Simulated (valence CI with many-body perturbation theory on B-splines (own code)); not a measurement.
**E1 transitions of Zr XXVIII**

Method: valence CI with perturbative core correlation (CI+MBPT): three valence electrons over a frozen Dirac-Fock core [Ne], radial functions for each j: 11 s, 11 p, 10 d, 8 f, 5 g, 2 h, with the one-electron correlation potential Σ1 (screened to all orders), the two-electron term Σ2, the three-electron term Σ3, Breit, model QED; selected single and double excitations, second order for the rest, scaled by the run's own slope (own B-spline code, finite nucleus).

No measured spectrum was set against this ion. As an estimate, large intervals hold to a few tenths of a per cent, small ones and those within an open d or f shell to about a per cent.

Lines 151 to 200 of 580 in falling wavelength, among levels below 690.00 eV, chosen from the strongest by gf and those to the six lowest levels. Wavelengths and rates use the calculated energies. Electric multipoles are in the length gauge, E1 and E2 with the static RPA response of the core. Weak lines are less certain than strong ones. Lines between different terms over intervals too small for the method are left out, as are lines whose strength nearly cancels. The highest levels of a list are the least certain.

Names give the largest LS component (configuration and term), which can be under half, so a name can repeat, a term be missing and a line seem to break the LS rules; names also repeat where a configuration has a term twice. Letters in brackets count levels of one name in rising energy.

```
λ vac (nm)                 Upper                 Lower   A (s⁻¹)  log gf  Branch %
     13.31           3p3 4S°_3/2         3s.3p2 4P_5/2  1.21e+10   -0.89      21.4
     13.29    3p.3d2 2G°_9/2 [b]         3s.3d2 2G_7/2  1.21e+10   -0.50       6.8
     13.27     3p2.3d 2P_1/2 [a]           3p3 2P°_3/2  2.24e+10   -0.93      16.6
     13.26    3p.3d2 2G°_9/2 [a]     3p2.3d 2F_7/2 [b]  1.33e+10   -0.46      13.8
     13.24      3s.3p.3d 4P°_5/2         3s.3p2 2D_3/2  5.28e+08   -2.08       0.8
     13.22      3s.3p.3d 4D°_3/2         3s.3p2 2D_3/2  3.39e+09   -1.45       3.8
     13.22         3p2.3d 4D_5/2      3s.3p.3d 4F°_7/2  1.36e+10   -0.67      17.2
     13.21    3p.3d2 2D°_5/2 [c]     3p2.3d 2D_3/2 [b]  1.06e+10   -0.78       5.5
     13.21     3p2.3d 2D_3/2 [c]  3s.3p.3d 2P°_1/2 [b]  3.30e+10   -0.46      17.1
     13.18      3s.3p.3d 4D°_1/2         3s.3p2 2D_3/2  4.91e+09   -1.59       5.0
     13.18            3d3 2H_9/2    3p.3d2 2F°_7/2 [b]  4.46e+09   -0.94       3.3
     13.17      3s.3p.3d 2D°_3/2         3s.3p2 2P_3/2  2.48e+10   -0.59      15.4
     13.16    3p.3d2 2F°_5/2 [b]     3p2.3d 2D_3/2 [c]  2.66e+10   -0.38      17.4
     13.16    3p.3d2 2F°_7/2 [a]     3p2.3d 2F_5/2 [b]  5.52e+09   -0.94       4.8
     13.15            3d3 2G_7/2    3p.3d2 2F°_7/2 [b]  5.78e+09   -0.92       3.8
     13.14         3p2.3d 4F_7/2      3s.3p.3d 4F°_5/2  8.84e+09   -0.74      16.9
     13.12     3p2.3d 2D_5/2 [c]  3s.3p.3d 2F°_7/2 [a]  3.29e+10   -0.29      29.2
     13.11            3d3 2F_5/2    3p.3d2 2F°_5/2 [b]  9.80e+09   -0.82       6.1
     13.08     3p2.3d 2D_3/2 [a]  3s.3p.3d 2F°_5/2 [a]  3.12e+10   -0.49      35.6
     13.08     3p2.3d 4P_3/2 [b]      3s.3p.3d 4D°_5/2  1.67e+10   -0.77      11.1
     13.08            3d3 4F_5/2        3p.3d2 4D°_3/2  1.58e+10   -0.61       8.5
     13.08            3d3 4F_3/2    3p.3d2 4D°_1/2 [d]  1.10e+10   -0.95       5.5
     13.04  3s.3p.3d 2F°_5/2 [b]         3s2.3d 2D_3/2  5.60e+10   -0.07      35.5
     13.04     3p2.3d 2D_5/2 [a]      3s.3p.3d 4D°_3/2  1.09e+10   -0.78       8.4
     13.04        3d3 2D_5/2 [a]    3p.3d2 2D°_5/2 [c]  4.70e+10   -0.14      26.5
     13.03    3p.3d2 2F°_5/2 [b]         3s.3d2 2G_7/2  4.43e+10   -0.17      29.0
     13.02     3p2.3d 2D_5/2 [a]      3s.3p.3d 4P°_5/2  1.96e+10   -0.53      15.1
     13.01         3p2.3d 4D_7/2      3s.3p.3d 4F°_9/2  1.53e+10   -0.51      23.0
     13.00  3s.3p.3d 2P°_1/2 [a]         3s2.3d 2D_3/2  2.35e+10   -0.92      21.5
     13.00           3p3 2P°_1/2         3s.3p2 2D_3/2  4.31e+10   -0.66      58.5
     12.98     3p2.3d 2D_5/2 [b]  3s.3p.3d 2F°_5/2 [a]  1.47e+10   -0.65      10.9
     12.97        3p.3d2 4D°_3/2         3s.3d2 4F_5/2  2.36e+10   -0.62      12.7
     12.97      3s.3p.3d 4F°_5/2         3s.3p2 4P_5/2  4.71e+09   -1.15      40.2
     12.95           3p3 2D°_5/2         3s.3p2 4P_3/2  7.11e+07   -2.97       0.9
     12.94     3p2.3d 4P_3/2 [a]      3s.3p.3d 4D°_3/2  1.14e+10   -0.94       8.0
     12.92     3p2.3d 2F_5/2 [b]      3s.3p.3d 4D°_5/2  1.10e+10   -0.78       6.9
     12.92        3d3 2D_3/2 [a]    3p.3d2 2D°_3/2 [c]  1.95e+10   -0.71      10.2
     12.91        3d3 2D_3/2 [b]    3p.3d2 2P°_1/2 [c]  4.67e+10   -0.33      26.4
     12.91            3d3 4F_7/2        3p.3d2 4P°_5/2  1.07e+10   -0.67       6.2
     12.90            3d3 2F_7/2    3p.3d2 2G°_9/2 [b]  1.46e+10   -0.53       9.6
     12.90           3p3 2P°_3/2         3s.3p2 2D_5/2  2.39e+10   -0.62      33.2
     12.89      3s.3p.3d 4F°_3/2         3s.3p2 4P_3/2  5.66e+09   -1.25      20.4
     12.87    3p.3d2 2P°_3/2 [b]         3s.3d2 2D_5/2  1.67e+10   -0.78      14.6
     12.86            3d3 4P_3/2        3p.3d2 4S°_3/2  1.45e+10   -0.84       6.7
     12.81        3p.3d2 4G°_9/2         3p2.3d 4F_9/2  8.07e+09   -0.70      16.5
     12.80         3s.3d2 2G_7/2  3s.3p.3d 2F°_5/2 [b]  8.95e+10    0.25      80.0
     12.80           3p3 2D°_3/2         3s.3p2 4P_1/2  9.98e+09   -1.01      25.8
     12.79        3p.3d2 4D°_3/2         3s.3d2 4F_3/2  1.15e+10   -0.95       6.2
     12.78     3p2.3d 2P_3/2 [a]      3s.3p.3d 4F°_3/2  1.37e+10   -0.87      20.2
     12.75     3p2.3d 2F_7/2 [a]           3p3 2D°_5/2  1.55e+10   -0.52      45.0
```
